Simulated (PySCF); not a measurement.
## Working out the excitation energy of Rh

Rh [Kr] 4d8 5s1 (4F) → Rh [Kr] 4d7 5s2 (4F). Computed with PySCF 2.14 in def2-TZVPPD with the def2 core potential (28 electrons) (6s4p3d2f1g, 56 functions), with scalar relativity through the core potential. Frozen: nothing. Energies in hartree (1 hartree = 27.21139 eV):

```
             part   Rh (lower)   Rh (upper)
              UHF  -109.745327  -109.697219
MP2 opposite-spin    -0.353840    -0.351236
    MP2 same-spin    -0.173212    -0.164962
```

**Question.** What does Hartree-Fock give?

**Answer.** (-109.697219) − (-109.745327) = 0.048108 hartree = 1.309 eV.

**Question.** What do MP2 and SCS-MP2 (6/5 opposite-spin, 1/3 same-spin) give?

**Answer.** The opposite-spin parts differ by 0.071 eV and the same-spin parts by 0.224 eV. MP2: 1.309 + (0.071) + (0.224) = 1.604 eV. SCS-MP2: 1.309 + 1.2 × (0.071) + (0.224)/3 = 1.469 eV.
